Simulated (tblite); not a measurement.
Record of a relaxation.

C₂H₇B₂BrO.
Bonds: C1–B2, B2–C3, B2–O4, O4–B5, B5–Br6. Hydrogens: H7, H8, H9 on C1; H10, H11, H12 on C3; H13 on B5.

Computed with GFN2-xTB (tblite), gas phase: L-BFGS steps from a force-field or distance-geometry start until the largest atomic force falls under 0.01 eV/Å. 8 of its 73 geometries are shown.

Step 0: E = -504.3040 eV, largest atomic force 4.969 eV/Å
```
atom  x, y, z in Å  |  force x, y, z in eV/Å
C1     -0.108    1.461    0.164   -0.274   1.119   1.137
B2     -0.274   -0.089   -0.023    0.633  -1.183  -2.118
C3     -1.754   -0.632   -0.156    0.598  -0.639   0.185
O4      0.772   -0.955   -0.525    1.548   2.411   4.060
B5      2.014   -0.898    0.276   -1.124  -1.929  -4.099
Br6     3.621   -0.475   -0.872   -1.269  -0.016   1.192
H7     -1.106    1.986    0.180    0.932  -0.589  -0.029
H8      0.368    1.732    1.143   -0.216  -0.184  -0.793
H9      0.476    1.949   -0.620    0.052  -0.211   0.154
H10    -1.718   -1.741   -0.260   -0.521   0.813   0.198
H11    -2.157   -0.208   -1.092   -0.202  -0.214   0.735
H12    -2.298   -0.307    0.753   -0.160  -0.390  -0.916
H13     2.159   -1.822    1.014    0.003   1.010   0.293
```

Step 10: E = -506.0108 eV, largest atomic force 0.539 eV/Å
```
atom  x, y, z in Å  |  force x, y, z in eV/Å
C1     -0.125    1.527    0.180    0.002  -0.267  -0.061
B2     -0.280   -0.053   -0.097   -0.102   0.488  -0.205
C3     -1.739   -0.670   -0.221    0.008   0.031   0.013
O4      0.851   -0.736   -0.214    0.086  -0.184   0.302
B5      2.048   -1.130    0.101    0.077   0.184   0.077
Br6     3.556   -0.503   -0.897   -0.256  -0.254   0.018
H7     -1.087    2.039    0.199    0.208   0.019   0.024
H8      0.389    1.702    1.125   -0.083   0.066  -0.005
H9      0.504    1.978   -0.594   -0.181  -0.036   0.132
H10    -1.782   -1.754   -0.266    0.074  -0.037  -0.104
H11    -2.286   -0.268   -1.076    0.130  -0.079   0.079
H12    -2.301   -0.362    0.661   -0.017  -0.021  -0.047
H13     2.248   -1.772    1.081    0.055   0.090  -0.222
```

Step 21: E = -506.1451 eV, largest atomic force 0.405 eV/Å
```
atom  x, y, z in Å  |  force x, y, z in eV/Å
C1     -0.147    1.594    0.195    0.018  -0.085   0.093
B2     -0.304    0.021   -0.031    0.323   0.167  -0.179
C3     -1.694   -0.676   -0.295    0.082  -0.018   0.082
O4      0.789   -0.722    0.110    0.240   0.107  -0.031
B5      2.019   -1.126    0.200   -0.212  -0.054   0.056
Br6     3.280   -0.748   -1.172   -0.103  -0.020  -0.066
H7     -1.090    2.137    0.235    0.146  -0.075  -0.044
H8      0.367    1.728    1.148   -0.009   0.220  -0.012
H9      0.487    2.055   -0.570   -0.159  -0.117   0.139
H10    -1.584   -1.752   -0.385   -0.145  -0.087  -0.067
H11    -2.230   -0.300   -1.161    0.029   0.004   0.050
H12    -2.300   -0.466    0.584   -0.218  -0.083  -0.056
H13     2.401   -1.746    1.125    0.007   0.042   0.035
```

Step 31: E = -506.2088 eV, largest atomic force 0.158 eV/Å
```
atom  x, y, z in Å  |  force x, y, z in eV/Å
C1     -0.154    1.641    0.255   -0.070  -0.025   0.015
B2     -0.282    0.063    0.072    0.047  -0.071  -0.016
C3     -1.627   -0.694   -0.324    0.013   0.034   0.031
O4      0.810   -0.657    0.287    0.121   0.010   0.049
B5      2.005   -1.146    0.251   -0.151  -0.040  -0.023
Br6     2.969   -0.988   -1.382    0.097  -0.059   0.014
H7     -1.110    2.151    0.247   -0.064   0.050  -0.001
H8      0.353    1.889    1.188   -0.018  -0.010  -0.018
H9      0.454    2.069   -0.543   -0.035  -0.057   0.010
H10    -1.474   -1.759   -0.500    0.011   0.075   0.010
H11    -2.091   -0.273   -1.213    0.035   0.030   0.020
H12    -2.356   -0.598    0.479   -0.004   0.009  -0.019
H13     2.499   -1.698    1.167    0.018   0.054  -0.071
```

Step 41: E = -506.2207 eV, largest atomic force 0.066 eV/Å
```
atom  x, y, z in Å  |  force x, y, z in eV/Å
C1     -0.186    1.642    0.274   -0.001   0.000  -0.025
B2     -0.274    0.063    0.104   -0.018  -0.035   0.008
C3     -1.615   -0.684   -0.315    0.028   0.008  -0.018
O4      0.836   -0.635    0.291    0.018   0.000   0.001
B5      2.013   -1.160    0.239   -0.011  -0.025   0.031
Br6     2.978   -1.074   -1.401    0.025  -0.024  -0.022
H7     -1.144    2.149    0.248   -0.053  -0.030   0.016
H8      0.323    1.925    1.193    0.010   0.004   0.020
H9      0.413    2.040   -0.544    0.020   0.062  -0.011
H10    -1.463   -1.743   -0.514   -0.013   0.016   0.014
H11    -2.039   -0.232   -1.209   -0.004  -0.007   0.003
H12    -2.373   -0.598    0.461    0.034   0.011   0.002
H13     2.525   -1.692    1.156   -0.033   0.021  -0.019
```

Step 51: E = -506.2272 eV, largest atomic force 0.047 eV/Å
```
atom  x, y, z in Å  |  force x, y, z in eV/Å
C1     -0.207    1.648    0.276    0.002  -0.008  -0.024
B2     -0.247    0.067    0.083   -0.030  -0.015   0.031
C3     -1.601   -0.672   -0.313    0.042   0.007  -0.020
O4      0.869   -0.623    0.254    0.010   0.019  -0.036
B5      2.032   -1.180    0.226   -0.012  -0.019   0.025
Br6     3.026   -1.161   -1.400   -0.011  -0.013   0.009
H7     -1.196    2.094    0.265   -0.004   0.027   0.034
H8      0.292    1.939    1.197   -0.016  -0.020   0.031
H9      0.363    2.103   -0.533    0.009   0.008  -0.037
H10    -1.480   -1.735   -0.506    0.020   0.009   0.025
H11    -2.026   -0.218   -1.206   -0.023  -0.011   0.012
H12    -2.344   -0.559    0.475    0.032  -0.002  -0.030
H13     2.514   -1.704    1.164   -0.019   0.018  -0.021
```

Step 62: E = -506.2309 eV, largest atomic force 0.047 eV/Å
```
atom  x, y, z in Å  |  force x, y, z in eV/Å
C1     -0.227    1.671    0.288    0.015  -0.005   0.003
B2     -0.235    0.094    0.074   -0.009   0.005   0.021
C3     -1.569   -0.672   -0.327    0.003  -0.004   0.008
O4      0.890   -0.578    0.245   -0.017  -0.003  -0.015
B5      2.025   -1.188    0.223   -0.020  -0.019  -0.010
Br6     2.979   -1.287   -1.422    0.028  -0.001  -0.009
H7     -1.226    2.096    0.305    0.043   0.020  -0.001
H8      0.278    1.946    1.212   -0.013   0.016  -0.004
H9      0.326    2.150   -0.519   -0.026   0.027   0.004
H10    -1.421   -1.734   -0.507   -0.005  -0.004  -0.006
H11    -2.009   -0.235   -1.221    0.009  -0.019   0.001
H12    -2.313   -0.567    0.460   -0.009  -0.016  -0.001
H13     2.499   -1.697    1.172    0.000   0.003   0.008
```

Step 72: E = -506.2326 eV, largest atomic force 0.009 eV/Å
```
atom  x, y, z in Å  |  force x, y, z in eV/Å
C1     -0.228    1.680    0.291    0.002  -0.002   0.000
B2     -0.238    0.103    0.064   -0.001   0.002  -0.001
C3     -1.569   -0.677   -0.322   -0.004   0.001  -0.001
O4      0.892   -0.566    0.203    0.002   0.001   0.000
B5      2.020   -1.192    0.208   -0.004   0.000  -0.001
Br6     3.019   -1.308   -1.409    0.000   0.000   0.004
H7     -1.224    2.110    0.322    0.005  -0.007   0.003
H8      0.284    1.945    1.215    0.000   0.005  -0.005
H9      0.315    2.172   -0.514   -0.003  -0.001   0.003
H10    -1.410   -1.739   -0.493    0.006   0.001   0.003
H11    -2.014   -0.257   -1.221   -0.003   0.002  -0.002
H12    -2.314   -0.574    0.465   -0.003   0.000  -0.001
H13     2.464   -1.698    1.173    0.004  -0.003   0.000
```

**Question.** Summarise the path.

**Answer.** The energy falls by 44.47 kcal/mol from step 0 to step 72; nine tenths of that is first reached at step 12. It falls at every step. The largest force goes from 4.969 to 0.009 eV/Å. Among the bonds O4–B5 changes most, from 1.479 to 1.289 Å; the atoms move by 0.479 Å rms after alignment.

**Question.** Follow the three bonds and two angles with the largest change from start to end.

**Answer.** 
```json
{"step": "0", "E above end (kcal/mol)": "44.47", "largest force (eV/Å)": "4.969", "O4–B5 (Å)": "1.479", "B2–O4 (Å)": "1.448", "B5–Br6 (Å)": "2.020", "B2–O4–B5 (°)": "113.3", "O4–B5–H13 (°)": "114.1"}
{"step": "3", "E above end (kcal/mol)": "9.64", "largest force (eV/Å)": "2.113", "O4–B5 (Å)": "1.309", "B2–O4 (Å)": "1.291", "B5–Br6 (Å)": "1.864", "B2–O4–B5 (°)": "144.0", "O4–B5–H13 (°)": "117.8"}
{"step": "6", "E above end (kcal/mol)": "6.57", "largest force (eV/Å)": "0.411", "O4–B5 (Å)": "1.296", "B2–O4 (Å)": "1.331", "B5–Br6 (Å)": "1.887", "B2–O4–B5 (°)": "151.6", "O4–B5–H13 (°)": "118.7"}
{"step": "9", "E above end (kcal/mol)": "5.59", "largest force (eV/Å)": "0.388", "O4–B5 (Å)": "1.296", "B2–O4 (Å)": "1.325", "B5–Br6 (Å)": "1.915", "B2–O4–B5 (°)": "155.3", "O4–B5–H13 (°)": "120.6"}
{"step": "13", "E above end (kcal/mol)": "4.10", "largest force (eV/Å)": "0.289", "O4–B5 (Å)": "1.301", "B2–O4 (Å)": "1.335", "B5–Br6 (Å)": "1.892", "B2–O4–B5 (°)": "161.3", "O4–B5–H13 (°)": "121.6"}
{"step": "16", "E above end (kcal/mol)": "3.50", "largest force (eV/Å)": "0.361", "O4–B5 (Å)": "1.292", "B2–O4 (Å)": "1.329", "B5–Br6 (Å)": "1.909", "B2–O4–B5 (°)": "164.0", "O4–B5–H13 (°)": "122.2"}
{"step": "19", "E above end (kcal/mol)": "2.77", "largest force (eV/Å)": "0.355", "O4–B5 (Å)": "1.294", "B2–O4 (Å)": "1.326", "B5–Br6 (Å)": "1.916", "B2–O4–B5 (°)": "164.4", "O4–B5–H13 (°)": "122.3"}
{"step": "22", "E above end (kcal/mol)": "1.67", "largest force (eV/Å)": "0.278", "O4–B5 (Å)": "1.296", "B2–O4 (Å)": "1.331", "B5–Br6 (Å)": "1.899", "B2–O4–B5 (°)": "163.6", "O4–B5–H13 (°)": "121.5"}
{"step": "25", "E above end (kcal/mol)": "1.09", "largest force (eV/Å)": "0.258", "O4–B5 (Å)": "1.286", "B2–O4 (Å)": "1.323", "B5–Br6 (Å)": "1.905", "B2–O4–B5 (°)": "164.1", "O4–B5–H13 (°)": "122.2"}
{"step": "28", "E above end (kcal/mol)": "0.76", "largest force (eV/Å)": "0.164", "O4–B5 (Å)": "1.287", "B2–O4 (Å)": "1.322", "B5–Br6 (Å)": "1.908", "B2–O4–B5 (°)": "165.2", "O4–B5–H13 (°)": "123.3"}
{"step": "31", "E above end (kcal/mol)": "0.55", "largest force (eV/Å)": "0.158", "O4–B5 (Å)": "1.292", "B2–O4 (Å)": "1.325", "B5–Br6 (Å)": "1.904", "B2–O4–B5 (°)": "164.4", "O4–B5–H13 (°)": "123.0"}
{"step": "34", "E above end (kcal/mol)": "0.41", "largest force (eV/Å)": "0.081", "O4–B5 (Å)": "1.288", "B2–O4 (Å)": "1.324", "B5–Br6 (Å)": "1.902", "B2–O4–B5 (°)": "164.1", "O4–B5–H13 (°)": "122.6"}
{"step": "38", "E above end (kcal/mol)": "0.30", "largest force (eV/Å)": "0.067", "O4–B5 (Å)": "1.289", "B2–O4 (Å)": "1.325", "B5–Br6 (Å)": "1.907", "B2–O4–B5 (°)": "166.7", "O4–B5–H13 (°)": "123.7"}
{"step": "41", "E above end (kcal/mol)": "0.27", "largest force (eV/Å)": "0.066", "O4–B5 (Å)": "1.290", "B2–O4 (Å)": "1.324", "B5–Br6 (Å)": "1.904", "B2–O4–B5 (°)": "166.8", "O4–B5–H13 (°)": "123.3"}
{"step": "44", "E above end (kcal/mol)": "0.23", "largest force (eV/Å)": "0.069", "O4–B5 (Å)": "1.289", "B2–O4 (Å)": "1.324", "B5–Br6 (Å)": "1.906", "B2–O4–B5 (°)": "167.8", "O4–B5–H13 (°)": "122.6"}
{"step": "47", "E above end (kcal/mol)": "0.17", "largest force (eV/Å)": "0.083", "O4–B5 (Å)": "1.290", "B2–O4 (Å)": "1.323", "B5–Br6 (Å)": "1.910", "B2–O4–B5 (°)": "169.3", "O4–B5–H13 (°)": "122.8"}
{"step": "50", "E above end (kcal/mol)": "0.13", "largest force (eV/Å)": "0.050", "O4–B5 (Å)": "1.290", "B2–O4 (Å)": "1.323", "B5–Br6 (Å)": "1.907", "B2–O4–B5 (°)": "169.4", "O4–B5–H13 (°)": "123.0"}
{"step": "53", "E above end (kcal/mol)": "0.10", "largest force (eV/Å)": "0.059", "O4–B5 (Å)": "1.290", "B2–O4 (Å)": "1.323", "B5–Br6 (Å)": "1.905", "B2–O4–B5 (°)": "169.5", "O4–B5–H13 (°)": "123.2"}
{"step": "56", "E above end (kcal/mol)": "0.08", "largest force (eV/Å)": "0.039", "O4–B5 (Å)": "1.290", "B2–O4 (Å)": "1.322", "B5–Br6 (Å)": "1.906", "B2–O4–B5 (°)": "169.9", "O4–B5–H13 (°)": "123.5"}
{"step": "59", "E above end (kcal/mol)": "0.06", "largest force (eV/Å)": "0.047", "O4–B5 (Å)": "1.289", "B2–O4 (Å)": "1.322", "B5–Br6 (Å)": "1.904", "B2–O4–B5 (°)": "170.3", "O4–B5–H13 (°)": "123.2"}
{"step": "63", "E above end (kcal/mol)": "0.03", "largest force (eV/Å)": "0.050", "O4–B5 (Å)": "1.289", "B2–O4 (Å)": "1.322", "B5–Br6 (Å)": "1.905", "B2–O4–B5 (°)": "171.6", "O4–B5–H13 (°)": "123.1"}
{"step": "66", "E above end (kcal/mol)": "0.01", "largest force (eV/Å)": "0.052", "O4–B5 (Å)": "1.289", "B2–O4 (Å)": "1.321", "B5–Br6 (Å)": "1.906", "B2–O4–B5 (°)": "173.4", "O4–B5–H13 (°)": "123.1"}
{"step": "69", "E above end (kcal/mol)": "0.00", "largest force (eV/Å)": "0.019", "O4–B5 (Å)": "1.289", "B2–O4 (Å)": "1.321", "B5–Br6 (Å)": "1.904", "B2–O4–B5 (°)": "174.0", "O4–B5–H13 (°)": "122.8"}
{"step": "72", "E above end (kcal/mol)": "0.00", "largest force (eV/Å)": "0.009", "O4–B5 (Å)": "1.289", "B2–O4 (Å)": "1.321", "B5–Br6 (Å)": "1.905", "B2–O4–B5 (°)": "174.0", "O4–B5–H13 (°)": "122.9"}
```

The cost below is that of the whole relaxation. Hardware: one thread, Arm Neoverse N1 (aarch64), on a shared host. Cost: 0.6 s.
